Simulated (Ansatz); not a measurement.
A first, cheap relaxation of CH7AlSeSi.

```yaml
crystal:
  periodic: [false, false, false]
  atoms:
    - {symbol: Al, position_ang: [-0.531700, 2.486500, -0.427500]}
    - {symbol: C, position_ang: [-0.480900, 0.546900, -0.285800]}
    - {symbol: Se, position_ang: [0.991800, 0.075500, 0.844200]}
    - {symbol: Si, position_ang: [0.667300, -2.145000, 0.616600]}
    - {symbol: H, position_ang: [0.329000, 3.389400, 0.532500]}
    - {symbol: H, position_ang: [-0.713000, 3.162200, -1.908200]}
    - {symbol: H, position_ang: [-1.396700, 0.175000, 0.159300]}
    - {symbol: H, position_ang: [-0.296800, 0.133900, -1.303600]}
    - {symbol: H, position_ang: [-0.754700, -2.431200, 1.161500]}
    - {symbol: H, position_ang: [1.581300, -2.929100, 1.411800]}
    - {symbol: H, position_ang: [0.669800, -2.521200, -0.780200]}
basis:
  gaussian: {orbitals: def2-SVP}
hamiltonian: {xc: pbe, dispersion: d4}
relax: {f_tol: 0.03, max_steps: 200}
```

```sh
$ ansatz run in.yaml --threads 4 --pin off --events-out ev --progress --plain --max-ram 10444MiB
```

Shortened log:

```
Functional definition: PBE
mean field -80941.76401784 eV, -2974.5549633575 hartree, gradient 4.6e-5 eV, S^2 0.000000; 0 other end points of the search recorded, 0 dependent functions left out
relax step   1: F+E_penalty+E_count = -80942.03910786 eV  Δ(F+E_penalty+E_count) = +0.000e0 eV  max|allowed force component| = 1.723e0 eV/Å  Δτ_max = 0.0000 Å  (26 SCF iters, accepted)
mean field -80942.12390088 eV, -2974.5681888151 hartree, gradient 2.7e-5 eV, S^2 0.000000; 0 other end points of the search recorded, 0 dependent functions left out
relax step   2: F+E_penalty+E_count = -80942.39670478 eV  Δ(F+E_penalty+E_count) = -3.576e-1 eV  max|allowed force component| = 4.561e-1 eV/Å  Δτ_max = 0.1949 Å  (27 SCF iters, accepted)
mean field -80942.17017132 eV, -2974.5698892227 hartree, gradient 1.4e-5 eV, S^2 0.000000; 0 other end points of the search recorded, 0 dependent functions left out
relax step   3: F+E_penalty+E_count = -80942.43740625 eV  Δ(F+E_penalty+E_count) = -4.070e-2 eV  max|allowed force component| = 2.044e-1 eV/Å  Δτ_max = 0.1117 Å  (27 SCF iters, accepted)
mean field -80942.14195408 eV, -2974.5688522581 hartree, gradient 2.1e-5 eV, S^2 0.000000; 0 other end points of the search recorded, 0 dependent functions left out
relax step   4: F+E_penalty+E_count = -80942.40968078 eV  Δ(F+E_penalty+E_count) = +2.773e-2 eV  max|allowed force component| = 4.093e-1 eV/Å  Δτ_max = 0.2000 Å  (27 SCF iters, rejected (line search))
mean field -80942.18163536 eV, -2974.5703105182 hartree, gradient 1.2e-5 eV, S^2 0.000000; 0 other end points of the search recorded, 0 dependent functions left out
relax step   5: F+E_penalty+E_count = -80942.44893889 eV  Δ(F+E_penalty+E_count) = -1.153e-2 eV  max|allowed force component| = 4.631e-2 eV/Å  Δτ_max = 0.0563 Å  (27 SCF iters, accepted)
mean field -80942.18252303 eV, -2974.5703431394 hartree, gradient 1.2e-5 eV, S^2 0.000000; 0 other end points of the search recorded, 0 dependent functions left out
relax step   6: F+E_penalty+E_count = -80942.44979739 eV  Δ(F+E_penalty+E_count) = -8.585e-4 eV  max|allowed force component| = 6.387e-2 eV/Å  Δτ_max = 0.0607 Å  (28 SCF iters, accepted)
mean field -80942.18314381 eV, -2974.5703659527 hartree, gradient 1.3e-5 eV, S^2 0.000000; 0 other end points of the search recorded, 0 dependent functions left out
relax step   7: F+E_penalty+E_count = -80942.45047206 eV  Δ(F+E_penalty+E_count) = -6.747e-4 eV  max|allowed force component| = 8.485e-2 eV/Å  Δτ_max = 0.0630 Å  (28 SCF iters, accepted)
mean field -80942.18359065 eV, -2974.5703823740 hartree, gradient 9.0e-6 eV, S^2 0.000000; 0 other end points of the search recorded, 0 dependent functions left out
relax step   8: F+E_penalty+E_count = -80942.45113585 eV  Δ(F+E_penalty+E_count) = -6.638e-4 eV  max|allowed force component| = 1.813e-1 eV/Å  Δτ_max = 0.1960 Å  (28 SCF iters, accepted)
mean field -80942.18469521 eV, -2974.5704229657 hartree, gradient 1.4e-5 eV, S^2 0.000000; 0 other end points of the search recorded, 0 dependent functions left out
relax step   9: F+E_penalty+E_count = -80942.45269102 eV  Δ(F+E_penalty+E_count) = -1.555e-3 eV  max|allowed force component| = 1.491e-1 eV/Å  Δτ_max = 0.0254 Å  (29 SCF iters, accepted)
mean field -80942.18867550 eV, -2974.5705692386 hartree, gradient 1.5e-5 eV, S^2 0.000000; 0 other end points of the search recorded, 0 dependent functions left out
relax step  10: F+E_penalty+E_count = -80942.45738312 eV  Δ(F+E_penalty+E_count) = -4.692e-3 eV  max|allowed force component| = 1.090e-1 eV/Å  Δτ_max = 0.0632 Å  (28 SCF iters, accepted)
mean field -80942.20045403 eV, -2974.5710020917 hartree, gradient 1.5e-5 eV, S^2 0.000000; 0 other end points of the search recorded, 0 dependent functions left out
relax step  11: F+E_penalty+E_count = -80942.47007352 eV  Δ(F+E_penalty+E_count) = -1.269e-2 eV  max|allowed force component| = 9.704e-2 eV/Å  Δτ_max = 0.1976 Å  (27 SCF iters, accepted)
mean field -80942.21286590 eV, -2974.5714582193 hartree, gradient 1.2e-5 eV, S^2 0.000000; 0 other end points of the search recorded, 0 dependent functions left out
relax step  12: F+E_penalty+E_count = -80942.48463182 eV  Δ(F+E_penalty+E_count) = -1.456e-2 eV  max|allowed force component| = 1.798e-1 eV/Å  Δτ_max = 0.1950 Å  (27 SCF iters, accepted)
mean field -80942.23123853 eV, -2974.5721334011 hartree, gradient 8.8e-6 eV, S^2 0.000000; 0 other end points of the search recorded, 0 dependent functions left out
relax step  13: F+E_penalty+E_count = -80942.50351440 eV  Δ(F+E_penalty+E_count) = -1.888e-2 eV  max|allowed force component| = 2.452e-1 eV/Å  Δτ_max = 0.1921 Å  (28 SCF iters, accepted)
mean field -80942.25500399 eV, -2974.5730067656 hartree, gradient 7.9e-6 eV, S^2 0.000000; 0 other end points of the search recorded, 0 dependent functions left out
relax step  14: F+E_penalty+E_count = -80942.52943394 eV  Δ(F+E_penalty+E_count) = -2.592e-2 eV  max|allowed force component| = 3.156e-1 eV/Å  Δτ_max = 0.1977 Å  (27 SCF iters, accepted)
mean field -80942.29016001 eV, -2974.5742987254 hartree, gradient 8.1e-6 eV, S^2 0.000000; 0 other end points of the search recorded, 0 dependent functions left out
relax step  15: F+E_penalty+E_count = -80942.56590282 eV  Δ(F+E_penalty+E_count) = -3.647e-2 eV  max|allowed force component| = 2.017e-1 eV/Å  Δτ_max = 0.1956 Å  (29 SCF iters, accepted)
mean field -80942.32418506 eV, -2974.5755491231 hartree, gradient 1.1e-5 eV, S^2 0.000000; 0 other end points of the search recorded, 0 dependent functions left out
relax step  16: F+E_penalty+E_count = -80942.60204005 eV  Δ(F+E_penalty+E_count) = -3.614e-2 eV  max|allowed force component| = 2.074e-1 eV/Å  Δτ_max = 0.1983 Å  (28 SCF iters, accepted)
mean field -80942.35493257 eV, -2974.5766790733 hartree, gradient 2.2e-5 eV, S^2 0.000000; 0 other end points of the search recorded, 0 dependent functions left out
relax step  17: F+E_penalty+E_count = -80942.63414853 eV  Δ(F+E_penalty+E_count) = -3.211e-2 eV  max|allowed force component| = 1.317e-1 eV/Å  Δτ_max = 0.1960 Å  (28 SCF iters, accepted)
mean field -80942.38599667 eV, -2974.5778206580 hartree, gradient 1.3e-5 eV, S^2 0.000000; 0 other end points of the search recorded, 0 dependent functions left out
relax step  18: F+E_penalty+E_count = -80942.66751143 eV  Δ(F+E_penalty+E_count) = -3.336e-2 eV  max|allowed force component| = 1.758e-1 eV/Å  Δτ_max = 0.1953 Å  (28 SCF iters, accepted)
mean field -80942.41067663 eV, -2974.5787276295 hartree, gradient 2.5e-5 eV, S^2 0.000000; 0 other end points of the search recorded, 0 dependent functions left out
relax step  19: F+E_penalty+E_count = -80942.69459582 eV  Δ(F+E_penalty+E_count) = -2.708e-2 eV  max|allowed force component| = 1.703e-1 eV/Å  Δτ_max = 0.1950 Å  (28 SCF iters, accepted)
mean field -80942.43806541 eV, -2974.5797341488 hartree, gradient 7.1e-6 eV, S^2 0.000000; 0 other end points of the search recorded, 0 dependent functions left out
relax step  20: F+E_penalty+E_count = -80942.72456922 eV  Δ(F+E_penalty+E_count) = -2.997e-2 eV  max|allowed force component| = 1.710e-1 eV/Å  Δτ_max = 0.1927 Å  (29 SCF iters, accepted)
mean field -80942.45829101 eV, -2974.5804774257 hartree, gradient 1.2e-5 eV, S^2 0.000000; 0 other end points of the search recorded, 0 dependent functions left out
relax step  21: F+E_penalty+E_count = -80942.74837304 eV  Δ(F+E_penalty+E_count) = -2.380e-2 eV  max|allowed force component| = 1.858e-1 eV/Å  Δτ_max = 0.1950 Å  (28 SCF iters, accepted)
mean field -80942.46649766 eV, -2974.5807790148 hartree, gradient 2.2e-5 eV, S^2 0.000000; 0 other end points of the search recorded, 0 dependent functions left out
relax step  22: F+E_penalty+E_count = -80942.75990864 eV  Δ(F+E_penalty+E_count) = -1.154e-2 eV  max|allowed force component| = 2.072e-1 eV/Å  Δτ_max = 0.1961 Å  (28 SCF iters, accepted)
mean field -80942.46802847 eV, -2974.5808352711 hartree, gradient 1.7e-5 eV, S^2 0.000000; 0 other end points of the search recorded, 0 dependent functions left out
relax step  23: F+E_penalty+E_count = -80942.76215517 eV  Δ(F+E_penalty+E_count) = -2.247e-3 eV  max|allowed force component| = 2.221e-1 eV/Å  Δτ_max = 0.1129 Å  (27 SCF iters, accepted)
mean field -80942.41887673 eV, -2974.5790289777 hartree, gradient 1.1e-5 eV, S^2 0.000000; 0 other end points of the search recorded, 0 dependent functions left out
relax step  24: F+E_penalty+E_count = -80942.71155298 eV  Δ(F+E_penalty+E_count) = +5.060e-2 eV  max|allowed force component| = 5.793e-1 eV/Å  Δτ_max = 0.1582 Å  (30 SCF iters, rejected (line search))
mean field -80942.47562555 eV, -2974.5811144584 hartree, gradient 1.5e-5 eV, S^2 0.000000; 0 other end points of the search recorded, 0 dependent functions left out
relax step  25: F+E_penalty+E_count = -80942.77000179 eV  Δ(F+E_penalty+E_count) = -7.847e-3 eV  max|allowed force component| = 6.620e-2 eV/Å  Δτ_max = 0.0499 Å  (29 SCF iters, accepted)
mean field -80942.47762530 eV, -2974.5811879479 hartree, gradient 1.4e-5 eV, S^2 0.000000; 0 other end points of the search recorded, 0 dependent functions left out
relax step  26: F+E_penalty+E_count = -80942.77166716 eV  Δ(F+E_penalty+E_count) = -1.665e-3 eV  max|allowed force component| = 2.112e-2 eV/Å  Δτ_max = 0.0285 Å  (29 SCF iters, accepted)
mean field -80942.47762530 eV, -2974.5811879479 hartree, gradient 1.3e-5 eV, S^2 0.000000; 1 other end points of the search recorded, 0 dependent functions left out
Total energy: -80942.77170986 eV, -2974.5919953560 hartree
Atom 0 at     0.108325     1.854276    -0.554488 Å, force     0.021120    -0.015999     0.009759 eV/Å
Atom 1 at    -1.326227     0.691796     0.163639 Å, force     0.005500     0.005544     0.015743 eV/Å
Atom 2 at     0.169400     0.099948     1.423353 Å, force    -0.011455    -0.010890    -0.003862 eV/Å
Atom 3 at     0.822699    -1.771067     0.221189 Å, force    -0.007653     0.016825     0.006272 eV/Å
Atom 4 at     0.244594     3.312745     0.089185 Å, force    -0.005372    -0.007798    -0.014188 eV/Å
Atom 5 at     1.001396     1.324349    -1.772156 Å, force    -0.019328     0.005187     0.005138 eV/Å
Atom 6 at    -2.104131     1.117366     0.826449 Å, force     0.004962    -0.005214    -0.001303 eV/Å
Atom 7 at    -1.726709    -0.200069    -0.355012 Å, force     0.006851     0.009419    -0.018602 eV/Å
Atom 8 at    -0.237500    -2.827874     0.364544 Å, force     0.007269     0.005095    -0.000235 eV/Å
Atom 9 at     2.108482    -2.234243     0.841548 Å, force     0.001715    -0.000549    -0.006710 eV/Å
Atom 10 at     1.005073    -1.424327    -1.227651 Å, force    -0.003608    -0.001620     0.007987 eV/Å
Dipole moment:    -0.155445    -0.408993     0.026384 e Å
```

Run time 63 s (4 threads of an Arm Neoverse N1 on a shared host); peak host memory 0.18 GiB.
